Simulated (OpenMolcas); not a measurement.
A calculation on Ho V.

```json
{"Program": "OpenMolcas 26.06", "Method": "MS-CASPT2, IPEA 0.25 Eh, imaginary shift 0.1 Eh (closed shells correlated: 5s 5p)", "Basis": "ANO-RCC-VQZP [9s8p6d4f3g2h]", "Scalar Hamiltonian": "DKH2, point nucleus", "Active space": "9 electrons in 7 orbitals (4f)", "State averaging": "2S+1 = 6 odd, 21 roots; 2S+1 = 4 odd, 224 roots (128 in the spin-orbit step); 2S+1 = 2 odd, 231 roots kept (CI in the orbitals of an earlier block, 143 in the spin-orbit step)", "Spin-orbit coupling": "RASSI with atomic mean-field integrals over the reference wave functions, term energies averaged over their components"}
```

(1) Which level of the active space comes out lowest?

(2) How high does 4f⁹ ⁶F°_7/2 lie?

(3) How high does 4f⁹ ⁶H°_9/2 lie?

(4) How high does 4f⁹ ⁶H°_11/2 lie?

(5) The level at 1.338 eV has J = 9/2. What is it made of, and what is its g factor?

## Answers

(1) 4f⁹ ⁶H°_15/2, with 93 % of that term.

(2) 1.634 eV above the lowest level.

(3) 1.171 eV above the lowest level.

(4) 0.888 eV above the lowest level.

(5) 87 % 4f⁹ ⁶F°_9/2, 11 % 4f⁹ ⁴F°(1); g = 1.418, against 1.435 from Landé's formula for the pure leading term.

CASPT2 breaks the degeneracy within a term, and the mean is taken; among the terms shown or strongly mixed into the levels shown the widest spread is 170 cm-1 (4f⁹ ⁶H°). Blocks of more than 70 roots (2S+1 = 4 odd, 2 odd) ran without multistate coupling. High states are left out of the spin-orbit mixing, which shifts the levels that they would mix with. Only configurations of the active space appear.

A number in round brackets counts repeated terms of one configuration in the order of the reference energies. ° marks odd parity.
